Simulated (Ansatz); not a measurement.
A series at In: from `[Br][In]([Br])[Br]`, ligands are replaced one by one, each step taking up H–F and setting free HBr; n counts the steps. Ansatz, PBE0-D4/def2-TZVP geometries.

```
n              molecule  HOMO energy, ωB97M-V/def2-TZVPP (eV)
0  `[Br][In]([Br])[Br]`                                -10.96
1   `[F][In]([Br])[Br]`                                -11.19
2    `[F][In]([F])[Br]`                                -11.56
3     `[F][In]([F])[F]`                                     ?
```

Question: By hand: fit a straight line y = ȳ + b (n − n̄) to the 3 given rows and predict n = 3.

Answer: n̄ = 1.000, ȳ = -11.237; Σ(n − n̄)(y − ȳ) = -0.600, Σ(n − n̄)² = 2.000, so b = -0.300 eV a step. Prediction: -11.237 + (-0.300) × (2.000) = -11.84 eV.

Question: By hand: compare with the computed value, -13.63 eV, and give the steps along the whole series.

Answer: The line misses by -1.79 eV (computed minus predicted). Steps: -0.23, -0.37, -2.07 eV.

One step carries most of the change, so a line is a poor guide. The highest orbital can change its character along such a series. The miss is 67.0 % of the series' range.

Spin–orbit coupling is left out; it splits and shifts lone-pair levels of the heavy atoms by tenths of an eV.
